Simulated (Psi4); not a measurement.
Pair of molecules: SiH4 (SMILES [SiH4]) (first 5 atoms) with AsH3 (SMILES [AsH3]); geometry from B3LYP-D3(BJ)/def2-TZVP, rigid monomers moved along the line of their centres of mass till Si1···H9 is 5.90 Å.
(charge 0, multiplicity 1):
```xyz
9

Si     0.00474    -0.08228     0.19730
H      0.31398    -0.62958    -1.14310
H     -1.42186     0.30734     0.25608
H      0.85178     1.10246     0.45833
H      0.27391    -1.11350     1.22468
As     0.16125     0.78393     6.81995
H     -0.57686     1.37446     8.01765
H     -0.67379    -0.49076     6.86296
H     -0.80097     1.44219     5.83641
```

Calculation: SAPT0/aug-cc-pVDZ run with Psi4.

Question: Give the four SAPT terms and the total, and say what mostly holds the pair together.

Answer: electrostatics 0.00, exchange 0.00, induction 0.00, dispersion -0.07, total -0.07 kcal/mol; the largest attraction is dispersion.
